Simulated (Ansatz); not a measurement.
Cartesian coordinates (Å):
```xyz
20

C      4.8832     0.8900    -0.1721
C      3.7050     0.5532    -0.1068
C      2.3428     0.1872    -0.0359
C      1.7969    -1.0634     0.2073
C      0.3641    -1.0663     0.2075
C     -0.5294    -2.1449     0.4172
C     -1.9044    -1.9168     0.3725
C     -2.4158    -0.6226     0.1206
C     -1.5714     0.4834    -0.0944
Si    -2.2769     2.2014    -0.4288
C     -0.1794     0.2336    -0.0455
S      1.0906     1.4172    -0.2755
H      5.9239     1.1772    -0.2274
H      2.4180    -1.9519     0.3803
H     -0.1313    -3.1520     0.6133
H     -2.6032    -2.7511     0.5346
H     -3.5072    -0.4777     0.0920
H     -1.8146     3.1767     0.6207
H     -1.8138     2.7125    -1.7670
H     -3.7771     2.1143    -0.4123
```
Charge 0, multiplicity 1.

Method: Ansatz (an electronic-structure program) with frozen-core CCSD(T)/cc-pVDZ // PBE-D3(BJ)/def2-SVP. The restricted HF reference is unstable towards unrestricted orbitals.

The HF energy is -1069.75457 Ha. The MP2 correlation energy is -1.52849 Ha.

Problem. Estimate the CCSD correlation energy, the (T) correction, the total energy and the T1 diagnostic.

Solution. 
```json
{
  "CCSD correlation energy": "-1.58816 Ha",
  "(T) correction": "-0.07773 Ha",
  "CCSD(T) total energy": "-1071.42046 Ha",
  "T1 diagnostic": "0.013"
}
```
